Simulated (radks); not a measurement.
Question: Calculated with a radial shooting solver on a logarithmic mesh with Libxc functionals: non-relativistic Kohn-Sham, PBE, spin-polarised, spherical densities, point nucleus; open shells are filled with parallel spins first (spin-orbit coupling, left out, can overturn this in heavy ions). Response by self-consistent Sternheimer equations with the Hartree and adiabatic LDA kernel. For heavy and open-shell atoms this level of theory can miss by tens of per cent. Estimate the static dipole polarisabilities of Ca+ ([Ar] 4s1) and Zr2+ ([Kr] 4d2) and the C6 coefficients of the three pairs.

Answer: alpha = 72.74 and 12.06 bohr^3; C6 = 510.6 (Ca+-Ca+), 141.6 (Ca+-Zr2+), 59.38 (Zr2+-Zr2+) hartree bohr^6.
